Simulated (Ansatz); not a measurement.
One geometry of C2H7FO2Si, SMILES `CO[SiH](F)OC`, several functionals.

```yaml
crystal:
  periodic: [false, false, false]
  atoms:
    - {symbol: C, position_ang: [0.298782, -2.150321, 0.698500]}
    - {symbol: O, position_ang: [0.488442, -0.778130, 0.428823]}
    - {symbol: Si, position_ang: [0.203646, -0.037954, -0.987596]}
    - {symbol: F, position_ang: [-1.244614, -0.488906, -1.487527]}
    - {symbol: O, position_ang: [0.276717, 1.557220, -0.766538]}
    - {symbol: C, position_ang: [-0.358329, 2.296465, 0.257073]}
    - {symbol: H, position_ang: [1.002167, -2.766704, 0.128821]}
    - {symbol: H, position_ang: [-0.721157, -2.465797, 0.459815]}
    - {symbol: H, position_ang: [0.478020, -2.315375, 1.761780]}
    - {symbol: H, position_ang: [1.159046, -0.394274, -2.047347]}
    - {symbol: H, position_ang: [-1.438840, 2.340434, 0.092802]}
    - {symbol: H, position_ang: [0.041013, 3.311082, 0.236679]}
    - {symbol: H, position_ang: [-0.164392, 1.857558, 1.239514]}
basis:
  gaussian: {orbitals: def2-TZVPP}
hamiltonian: {xc: {name: wB97X-V}}
output: {orbitals: {seedname: orbitals}}
```

```sh
$ ansatz run in.yaml --threads 2 --pin off --events-out ev --progress --plain --backend cuda
```

Shortened log:

```
Functional definition: wB97X-V
1522 factors; their error is unknown
358 factors; integrals over basis functions are off by at most 1.0e-5 eV
mean field evaluation 1: about -16874.5545 eV, gradient 6.2e1 eV
mean field evaluation 2: about -16874.9368 eV, gradient 6.3e1 eV
mean field evaluation 4: about -16880.7283 eV, gradient 1.9e0 eV
mean field evaluation 8: about -16880.7525 eV, gradient 3.6e-2 eV
mean field evaluation 16: about -16880.7548 eV, gradient 4.7e-5 eV
mean field -16880.75477684 eV, -620.3562958623 hartree, gradient 4.7e-5 eV, S^2 0.000000; 0 other end points of the search recorded, 0 dependent functions left out
reference -16880.75477456 eV, -620.3562957787 hartree; 29, 29 occupied and 266, 266 virtual orbitals, 1522 factors
Total energy: -16880.75477456 eV, -620.3562957787 hartree
```

It took 11 s on 2 threads of an AMD EPYC 7R13 on a shared host and a share of an NVIDIA H100 80 GB, with 0.91 GiB of host memory at the peak.

With the line `hamiltonian: {xc: {name: BLYP}, dispersion: d4}` (abridged; 5.5 s):

```
Functional definition: BLYP
mean field evaluation 16: about -16882.6411 eV, gradient 1.2e-3 eV
mean field -16882.64114073 eV, -620.4256184565 hartree, gradient 5.6e-5 eV, S^2 0.000000
Total energy: -16883.19945229 eV, -620.4461360282 hartree
```

With the line `hamiltonian: {xc: {name: B97M-V}}` (abridged; 7 s):

```
Functional definition: B97M-V
mean field evaluation 16: about -16880.6503 eV, gradient 2.1e-3 eV
mean field -16880.65026815 eV, -620.3524552389 hartree, gradient 3.3e-5 eV, S^2 0.000000
Total energy: -16880.65033647 eV, -620.3524577495 hartree
```

With the line `hamiltonian: {xc: {name: CAM-B3LYP}, dispersion: d4}` (abridged; 6.5 s):

```
Functional definition: CAM-B3LYP
mean field evaluation 16: about -16882.1471 eV, gradient 7.1e-5 eV
mean field -16882.14710601 eV, -620.4074630156 hartree, gradient 7.1e-5 eV, S^2 0.000000
Total energy: -16882.36256748 eV, -620.4153810785 hartree
```

With the line `hamiltonian: {xc: lda}` (abridged; 5.5 s):

```
Functional definition: SPW92
mean field evaluation 16: about -16786.1399 eV, gradient 9.8e-4 eV
mean field -16786.13986767 eV, -616.8792620827 hartree, gradient 6.7e-5 eV, S^2 0.000000
Total energy: -16786.13991338 eV, -616.8792637623 hartree
```

With the line `hamiltonian: {xc: {name: B2PLYP}}` (abridged; 6.5 s):

```
Functional definition: B2PLYP
mean field evaluation 16: about -16865.2230 eV, gradient 1.2e-4 eV
mean field -16865.22295210 eV, -619.7855118310 hartree, gradient 8.2e-6 eV, S^2 0.000000
10 core orbitals not correlated: weight in the atoms' cores, before any rotation towards them, 1.000 or more for the frozen orbitals, at most 0.000 for the correlated occupied ones
second order -38.58346646 eV of doubles, -0.00000000 eV of singles
Total energy: -16875.64068313 eV, -620.1683563848 hartree
```
